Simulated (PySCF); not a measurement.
## Excitation energies in several basis sets

Compound: CH4BrClSi.
SMILES: `[SiH3][C@H](Cl)Br`

TDDFT with PBE0 (PySCF), vertical singlets, core orbitals frozen in the response, spherical d and f functions. Geometry: PBE0-D3(BJ)/def2-SVP; no solvent, vibrations or thermal averaging. Relativistic effects, spin–orbit coupling among them, are left out although an element past zinc is present.

```
      basis  functions  diffuse  S1 (eV)  S2 (eV)  S3 (eV)  S4 (eV)  S5 (eV)  LUMO (eV)  α (au)
     6-31G*         90       no     5.54     5.91     6.50     6.83     7.00      -0.93    57.9
   def2-SVP        102       no     5.66     6.04     6.64     6.96     7.07      -0.69    59.7
  def2-SVPD        144      yes     5.47     5.85     6.45     6.74     6.81      -1.12    76.9
aug-cc-pVDZ        149      yes     5.44     5.83     6.41     6.71     6.75      -1.13    76.8
  def2-TZVP        177       no     5.49     5.90     6.47     6.79     6.83      -0.99    70.4
 def2-TZVPD        219      yes     5.40     5.80     6.36     6.67     6.69      -1.15    77.9
aug-cc-pVTZ        297      yes     5.41     5.81     6.38     6.68     6.72      -1.14    78.0
```

Task: Compare the sets with the largest diffuse one.

Result: States are compared by their number. Against the largest diffuse basis here (aug-cc-pVTZ, itself not a converged limit), sets without diffuse functions differ by up to 0.25 eV in S1 and 0.35 eV in S5; the smaller diffuse sets differ by up to 0.06 and 0.09 eV. State by state, the largest deviation of a set without diffuse functions is S1 0.25, S2 0.22, S3 0.26, S4 0.28, S5 0.35 eV. The same number needn't mean the same state in each row. Against aug-cc-pVTZ the polarisability deviates by -26% in 6-31G*, -23% in def2-SVP, -1% in def2-SVPD, -1% in aug-cc-pVDZ, -10% in def2-TZVP, 0% in def2-TZVPD.
